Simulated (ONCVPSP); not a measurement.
## Potentials for boron (B) compared

Generated with ld1.x 7.5 (TM, RRKJ, ultrasoft, PAW), atompaw 4.2 or ONCVPSP 4.0.1. The cutoff is in Ry: for ld1.x and atompaw files where the sum of valence levels is converged to 10 mRy in a Bessel basis, for ONCV files where the hardest occupied wave has 1 mHa per electron of residual kinetic energy. The error is the largest all-electron minus pseudo excitation energy over each file’s own four to seven test configurations (ionisations up to +4, promotions, holes and added fractions of an electron), all of which were solved. The labels leave out finer settings (local radius, basis sizes, second energies), which also bear on the numbers. Spin-polarised tests are not counted. The rows are a selection from randomly drawn settings: files with unsolved tests, undetermined cutoffs or missed reference levels are left out.

```csv
potential,cutoff (Ry),largest error (meV),bound ghosts
"ONCV, PBEsol, scalar-relativistic, rc 1.35/1.15/1.40 (spd), local smoothed, core correction no, reference 2s2, qcut 6.1/7.3/7.1, projectors 2/2/2",27,+38,none
"ONCV, PBEsol, scalar-relativistic, rc 1.55/1.70/1.70 (spd), local smoothed, core correction yes, reference 2s1.5, qcut 3.6/5.6/6.3, projectors 3/1/2",66,-72,none
"ONCV, LDA (Perdew-Zunger), scalar-relativistic, rc 1.60/2.85/2.80 (spd), local s, core correction yes, reference 2s2 2p1, qcut 3.9/4.2/3.4, projectors 0/2/2",36,+291,none
"ONCV, LDA (Perdew-Zunger), non-relativistic, rc 0.70/0.60/0.70 (spd), local smoothed, core correction no, reference 1s2 2s1, qcut 16.7/16.3/11.8, projectors 2/2/2",225,+4.8,none
"ONCV, PBE, scalar-relativistic, rc 1.20/2.75 (sp), local smoothed, core correction yes, reference 2s2 2p1, qcut 4.6/6, projectors 2/3",23,+143,none
```

**Question.** Fill in the row for B: ONCV, PBEsol, scalar-relativistic, rc 1.20/4.00 (sp), local smoothed, core correction yes, reference 2s2 2p0.75, qcut 5.4/3.6, projectors 2/2.

**Answer.** cutoff 24 Ry, largest error +457 meV, bound ghosts: none.

**Question.** Fill in the row for B: ONCV, PBE, scalar-relativistic, rc 1.45/2.50 (sp), local s, core correction yes, reference 2s2 2p1, qcut 4.7/4.8, projectors 0/3.

**Answer.** cutoff 20 Ry, largest error +201 meV, bound ghosts: none.
